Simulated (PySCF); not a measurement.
## Atomic charges against the basis set

C5H3F3.
Atom-mapped SMILES: `[F:1][C:2]([F:3])([F:4])[CH:5]=[C:6]1[CH:7]=[CH:8]1` (hydrogens: H9 on C5; H10 on C7; H11 on C8)

PBE0 throughout (PySCF), one geometry, spherical d and f functions. Isolated species at its PBE0-D3(BJ)/def2-SVP geometry, gas phase. Atoms taken as equivalent share a column and are averaged. The first 7 of 9 kinds of atom are listed.

Mulliken charges (e):

```json
{"basis": "pcSseg-0", "functions": "78", "F1/F3/F4": "-0.343", "C2": "+0.948", "C5": "-0.352", "C6": "-0.164", "C7": "-0.107", "C8": "-0.137", "H9": "+0.255"}
{"basis": "6-31G*", "functions": "118", "F1/F3/F4": "-0.314", "C2": "+0.941", "C5": "-0.501", "C6": "+0.184", "C7": "-0.140", "C8": "-0.158", "H9": "+0.190"}
{"basis": "cc-pVDZ", "functions": "127", "F1/F3/F4": "-0.182", "C2": "+0.542", "C5": "-0.331", "C6": "+0.220", "C7": "+0.008", "C8": "-0.007", "H9": "+0.030"}
{"basis": "def2-SVP", "functions": "127", "F1/F3/F4": "-0.198", "C2": "+0.569", "C5": "-0.271", "C6": "+0.142", "C7": "-0.016", "C8": "-0.019", "H9": "+0.050"}
{"basis": "aug-cc-pVDZ", "functions": "211", "F1/F3/F4": "-0.497", "C2": "+1.496", "C5": "+0.621", "C6": "+0.195", "C7": "+0.290", "C8": "+0.401", "H9": "-0.490"}
{"basis": "6-311+G(2d,p)", "functions": "234", "F1/F3/F4": "-0.306", "C2": "+0.717", "C5": "-0.549", "C6": "+0.840", "C7": "-0.129", "C8": "-0.382", "H9": "+0.114"}
{"basis": "def2-TZVP", "functions": "266", "F1/F3/F4": "-0.172", "C2": "+0.481", "C5": "-0.296", "C6": "-0.006", "C7": "-0.053", "C8": "-0.107", "H9": "+0.133"}
{"basis": "cc-pVTZ", "functions": "282", "F1/F3/F4": "-0.170", "C2": "+0.533", "C5": "-0.365", "C6": "+0.135", "C7": "-0.079", "C8": "-0.135", "H9": "+0.126"}
{"basis": "IGLO-III", "functions": "310", "F1/F3/F4": "-0.200", "C2": "+0.469", "C5": "-0.147", "C6": "+0.025", "C7": "-0.029", "C8": "-0.085", "H9": "+0.094"}
{"basis": "pcSseg-2", "functions": "330", "F1/F3/F4": "-0.258", "C2": "+0.769", "C5": "-0.168", "C6": "+0.028", "C7": "-0.051", "C8": "-0.039", "H9": "+0.051"}
```

IAO charges (e):

| basis | functions | F1/F3/F4 | C2 | C5 | C6 | C7 | C8 | H9 |
| --- | --- | --- | --- | --- | --- | --- | --- | --- |
| pcSseg-0 | 78 | -0.270 | +0.735 | -0.331 | +0.039 | -0.086 | -0.098 | +0.169 |
| 6-31G* | 118 | -0.291 | +0.807 | -0.346 | +0.065 | -0.089 | -0.100 | +0.161 |
| cc-pVDZ | 127 | -0.289 | +0.802 | -0.352 | +0.066 | -0.089 | -0.101 | +0.164 |
| def2-SVP | 127 | -0.290 | +0.802 | -0.345 | +0.062 | -0.084 | -0.095 | +0.161 |
| aug-cc-pVDZ | 211 | -0.296 | +0.811 | -0.357 | +0.069 | -0.090 | -0.101 | +0.171 |
| 6-311+G(2d,p) | 234 | -0.297 | +0.811 | -0.357 | +0.069 | -0.089 | -0.100 | +0.171 |
| def2-TZVP | 266 | -0.298 | +0.821 | -0.358 | +0.068 | -0.090 | -0.101 | +0.169 |
| cc-pVTZ | 282 | -0.297 | +0.820 | -0.357 | +0.068 | -0.091 | -0.102 | +0.169 |
| IGLO-III | 310 | -0.298 | +0.815 | -0.358 | +0.068 | -0.090 | -0.101 | +0.171 |
| pcSseg-2 | 330 | -0.298 | +0.820 | -0.359 | +0.068 | -0.090 | -0.100 | +0.170 |

Some averages cover members that differ in this geometry, most widely: F1/F3/F4, Mulliken in 6-311+G(2d,p) -0.361 to -0.278; F1/F3/F4, Mulliken in aug-cc-pVDZ -0.514 to -0.488 e.

Question: Which scheme is steadiest as the basis changes?

Answer: Largest range over the bases for any column: IAO 0.09 e, Mulliken 1.17 e. IAO charges move least and Mulliken charges most, counted in e.

Question: How much do the charges still move between the two largest bases, IGLO-III and pcSseg-2?

Answer: At most, over all atoms: Mulliken 0.300 e, IAO 0.005 e.

Question: What do the same runs give for the total energy, the frontier levels and the dipole moment?

Answer: 
```tsv
basis	energy (Eh)	HOMO (eV)	LUMO (eV)	μ (D)
pcSseg-0	-490.1088	-7.11	-1.29	4.80
6-31G*	-491.2408	-6.48	-0.73	4.48
cc-pVDZ	-491.2801	-6.65	-0.94	4.54
def2-SVP	-490.8863	-6.77	-1.06	4.59
aug-cc-pVDZ	-491.3141	-6.83	-1.26	4.81
6-311+G(2d,p)	-491.4029	-6.85	-1.27	4.87
def2-TZVP	-491.4547	-6.81	-1.18	4.75
cc-pVTZ	-491.4311	-6.77	-1.12	4.68
IGLO-III	-491.4587	-6.83	-1.25	4.80
pcSseg-2	-491.4514	-6.86	-1.26	4.83
```

The dipole is fixed by the density alone, so its range of 0.39 D shows that the density itself changes with the basis, not only its division among atoms.
